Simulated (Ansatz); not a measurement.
`C[NH][InH][Cl]` + H₂O → `[OH][InH][Cl]` + CH₃NH₂ at 298.15 K and 1 bar (formal hydrolysis of the In–N bond).

Gas-phase electronic energies from Ansatz, PBE0-D4/def2-TZVP geometries. CCSD(T)/CBS is the MP2 limit (def2-TZVPP, def2-QZVPP) plus CCSD(T) − MP2 in def2-TZVPP, frozen cores. This one scheme is used for every species. Elements past krypton have def2 core potentials. For In outer-core shells are correlated without core-valence functions, which leaves a few kJ/mol of doubt a bond. One conformer a species, not always the lowest.

```
         species  CCSD(T)/CBS energy (Eh)  H − E (kJ/mol)  S (J/(mol·K))
`C[NH][InH][Cl]`               -745.39749           180.3          357.3
             H₂O                -76.37941            66.4          188.7
 `[OH][InH][Cl]`               -726.02900            69.2          314.0
          CH₃NH₂                -95.75281           180.0          240.4
```

H − E and S are ideal-gas, rigid-rotor, harmonic terms from PBE0-D4/def2-TZVP, for one conformer and one mirror image of each species. 1 Eh = 2625.50 kJ/mol, R = 8.31446 J/(mol·K).

By hand: ΔE, ΔH, ΔS and ΔG.

ΔE = (-726.02900) + (-95.75281) − (-745.39749) − (-76.37941) = -0.00491 Eh = -12.9 kJ/mol. Δ(H − E) = 69.2 + 180.0 − 180.3 − 66.4 = 2.5, so ΔH = -10.4 kJ/mol. ΔS = 314.0 + 240.4 − 357.3 − 188.7 = 8.4 J/(mol·K). ΔG = -10.4 − 298.15 × (8.4)/1000 = -12.9 kJ/mol.

By hand: the equilibrium constant, and the temperature at which ΔG would vanish if ΔH and ΔS stayed fixed.

log₁₀ K = −ΔG/(RT ln 10) = 2.3. ΔH and −TΔS have one sign here, so there is no such temperature.

The number of gas molecules stays the same, so ΔS is small and ΔH decides. A doubt of 5 kJ/mol in ΔE shifts log₁₀ K by 0.9 here. Other conformers and mirror images would add mixing entropy, several J/(mol·K) or more a flexible species. These are equilibria of isolated gas molecules and say nothing of rates. Largest T1 diagnostic: 0.015 (customary marks: 0.02 for closed shells, 0.045 for open ones).

ΔS is within the doubt of such terms, so its sign, and with it that verdict, could turn.
